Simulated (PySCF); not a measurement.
C4H6F4Ge.
Geometry (PBE0-D3(BJ)/def2-SVP, Å), atoms numbered from 1 in this order:
```
atom  x, y, z in Å
F1     1.5938    2.2653   -0.1499
C2     1.1242    1.2534    0.5752
F3     0.0303    1.6836    1.2249
F4     2.0436    0.9542    1.4951
C5     0.7777    0.0577   -0.2870
F6     1.9224   -0.3039   -0.9448
C7     0.1355   -1.0983    0.5042
C8    -1.3747   -0.8797    0.2665
Ge9   -0.9456    0.2259   -1.3131
H10    0.4779   -2.0231    0.0145
H11    0.4499   -1.1525    1.5594
H12   -1.8364   -0.2649    1.0515
H13   -1.9675   -1.7940    0.1346
H14   -0.8587   -0.5475   -2.6375
H15   -1.5885    1.6076   -1.5009
```

Computed with PySCF, PBE0-D3(BJ)/def2-SVP geometry optimisation, gas phase.

Take the most abundant isotopes and a rigid rotor. The values belong to one conformer with, in the numbering `[F:1][C:2]([F:3])([F:4])[C@@:5]1([F:6])[CH2:7][CH2:8][GeH2:9]1`, C2–C5–C7–C8 97°, C5–C7–C8–Ge9 20°, C7–C8–Ge9–C5 -15°, C2–C5–Ge9–C8 -100°.

Q: What are A, B and C (MHz)?

A: Ia = 272.38, Ib = 583.48, Ic = 589.66 u·Å²; 505379 MHz·u·Å²/I gives A = 1855, B = 866.1, C = 857.1 MHz.

Q: What kind of rotor is it?

A: A near-prolate asymmetric top; Ray's κ = -0.982.

Q: What does the inertial defect say?

A: Not planar: Δ = Ic − Ia − Ib = -266.20 u·Å². For a rigid frame Δ = −2 Σ m c², so Σ m c² = 133.10 u·Å² lies off the ab plane: 8.93 from hydrogen and 124.17 from heavier atoms. The atom farthest from that plane is 2.12 Å away.

Q: Which lines would a microwave search look for?

A: The dipole components are |μa| = 2.39 D, |μb| = 0.65 D, |μc| = 0.94 D. The squared components, which scale the intensities, stand as 1.00 : 0.07 : 0.15 (a : b : c). Some lines, for components of 0.1 D or more:

```tsv
type	branch	J(Ka,Kc)	MHz	lower level (cm⁻¹)
c	Q	2(1,2) ← 2(0,2)	980	0.172
c	Q	1(1,1) ← 1(0,1)	989	0.057
b	Q	1(1,0) ← 1(0,1)	998	0.057
b	Q	2(1,1) ← 2(0,2)	1007	0.172
a	R	1(0,1) ← 0(0,0)	1723	0.000
b	R	2(0,2) ← 1(1,1)	2457	0.090
b	R	1(1,1) ← 0(0,0)	2712	0.000
c	R	1(1,0) ← 0(0,0)	2722	0.000
c	Q	2(2,1) ← 2(1,1)	2968	0.206
b	Q	2(2,0) ← 2(1,1)	2968	0.206
b	Q	2(2,1) ← 2(1,2)	2995	0.205
a	R	2(1,2) ← 1(1,1)	3437	0.090
a	R	2(0,2) ← 1(0,1)	3446	0.057
a	R	2(1,1) ← 1(1,0)	3455	0.091
b	R	2(1,2) ← 1(0,1)	4427	0.057
c	R	2(1,1) ← 1(0,1)	4454	0.057
b	R	2(2,1) ← 1(1,0)	6423	0.091
c	R	2(2,0) ← 1(1,0)	6423	0.091
c	R	2(2,1) ← 1(1,1)	6432	0.090
b	R	2(2,0) ← 1(1,1)	6432	0.090
```

Q: Estimate the classical rotational partition function at 50 K, 200 K and 500 K.

A: Point group C1, symmetry number σ = 1; q = (√π/σ)·√((kT/h)³/(ABC)), k/h = 20836.6 MHz/K: 50800 at 50 K, 406000 at 200 K, 1610000 at 500 K.

Stationary, but not proved a minimum. Zero-point vibration and centrifugal distortion are left out.
